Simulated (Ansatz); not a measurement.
Reaction (redistribution): `COB(C)OC` + `[OH][InH][SH]` → `CBOC` + `C[O][In]([OH])[SH]`

Program: Ansatz. Geometries: PBE0-D4/def2-TZVP. ΔE: electronic, gas phase. CCSD(T)/CBS adds triple-zeta CCSD(T) − MP2 to the extrapolated MP2 energy (def2 sets, frozen cores). Functionals use def2-TZVPP. B3LYP here is the variant with VWN-RPA as its local correlation; programs differ in this. Elements past krypton have def2 core potentials. For In outer-core shells are correlated without core-valence functions, which leaves a few kJ/mol of doubt a bond. Each species was taken in one conformer, which may not be the lowest.

`COB(C)OC`:

Cartesian coordinates in Å:
```
C 1.147 1.430 -0.889
O -0.032 0.754 -0.521
B -0.002 -0.371 0.255
C 1.320 -1.015 0.806
O -1.193 -0.952 0.557
C -2.404 -0.403 0.079
H 1.690 1.796 -0.012
H 1.816 0.787 -1.469
H 0.865 2.285 -1.505
H 1.994 -1.302 -0.008
H 1.112 -1.903 1.403
H 1.879 -0.309 1.429
H -2.428 -0.385 -1.013
H -3.217 -1.031 0.446
H -2.547 0.618 0.442
```

`[OH][InH][SH]`:

Z-matrix (Å, degrees):
```
In
S 1 2.367
O 1 1.985 2 108.2
H 1 1.703 2 128.4 3 -180.0
H 2 1.345 1 91.6 3 0.0
H 3 0.960 1 113.9 2 -179.9
```

`CBOC`:

Z-matrix (Å, degrees):
```
C
B 1 1.560
H 1 1.091 2 113.4
H 1 1.096 2 110.3 3 122.2
H 1 1.096 2 110.1 3 -121.9
O 2 1.348 1 119.6 3 0.7
H 2 1.208 1 122.0 3 -179.3
C 6 1.411 2 122.3 1 179.9
H 8 1.094 6 111.4 2 0.3
H 8 1.092 6 109.0 2 121.1
H 8 1.092 6 109.1 2 -120.5
```

`C[O][In]([OH])[SH]`:

Z-matrix (Å, degrees):
```
C
O 1 1.409
H 1 1.095 2 108.5
H 1 1.097 2 113.5 3 119.8
H 1 1.097 2 111.3 3 -118.5
In 2 1.970 1 121.7 3 -151.3
S 6 2.362 2 119.9 1 -176.1
O 6 1.978 2 113.7 1 5.0
H 7 1.345 6 91.9 2 0.9
H 8 0.960 6 113.4 2 178.3
```

```json
{"level": "PBE-D4", "ΔE (kJ/mol)": "114.8", "difference from CCSD(T)/CBS": "2.6"}
{"level": "B3LYP-D4", "ΔE (kJ/mol)": "119.0", "difference from CCSD(T)/CBS": "6.8"}
{"level": "ωB97X-V", "ΔE (kJ/mol)": "120.0", "difference from CCSD(T)/CBS": "7.8"}
{"level": "ωB97M-V", "ΔE (kJ/mol)": "125.3", "difference from CCSD(T)/CBS": "13.1"}
{"level": "B2PLYP", "ΔE (kJ/mol)": "113.6", "difference from CCSD(T)/CBS": "1.4"}
{"level": "PBE", "ΔE (kJ/mol)": "112.1", "difference from CCSD(T)/CBS": "-0.1"}
{"level": "r2SCAN", "ΔE (kJ/mol)": "121.2", "difference from CCSD(T)/CBS": "9.0"}
{"level": "PBE0", "ΔE (kJ/mol)": "121.4", "difference from CCSD(T)/CBS": "9.2"}
{"level": "HF/def2-TZVPP", "ΔE (kJ/mol)": "125.4", "difference from CCSD(T)/CBS": "13.2"}
{"level": "MP2/def2-TZVPP", "ΔE (kJ/mol)": "114.9", "difference from CCSD(T)/CBS": "2.7"}
{"level": "SCS-MP2/def2-TZVPP", "ΔE (kJ/mol)": "112.6", "difference from CCSD(T)/CBS": "0.4"}
{"level": "CCSD(T)/def2-TZVPP", "ΔE (kJ/mol)": "118.2", "difference from CCSD(T)/CBS": "6.0"}
{"level": "HF/def2-QZVPP", "ΔE (kJ/mol)": "124.3", "difference from CCSD(T)/CBS": "12.1"}
{"level": "MP2/def2-QZVPP", "ΔE (kJ/mol)": "111.0", "difference from CCSD(T)/CBS": "-1.2"}
{"level": "SCS-MP2/def2-QZVPP", "ΔE (kJ/mol)": "109.1", "difference from CCSD(T)/CBS": "-3.1"}
{"level": "MP2/CBS(def2)", "ΔE (kJ/mol)": "108.9", "difference from CCSD(T)/CBS": "-3.3"}
{"level": "CCSD(T)/CBS", "ΔE (kJ/mol)": "112.2", "difference from CCSD(T)/CBS": "0"}
```

Largest T1 diagnostic among the species: 0.016.

From PBE to PBE0 (25 % exact exchange), in def2-TZVPP and without D4, ΔE moves by +9.3 kJ/mol. The D4 term adds +4.1 kJ/mol with B3LYP and +2.2 kJ/mol with PBE0; it sums over pairs of atoms, weighted by their polarisabilities, and B3LYP, whose exchange is more repulsive, gets the larger term.
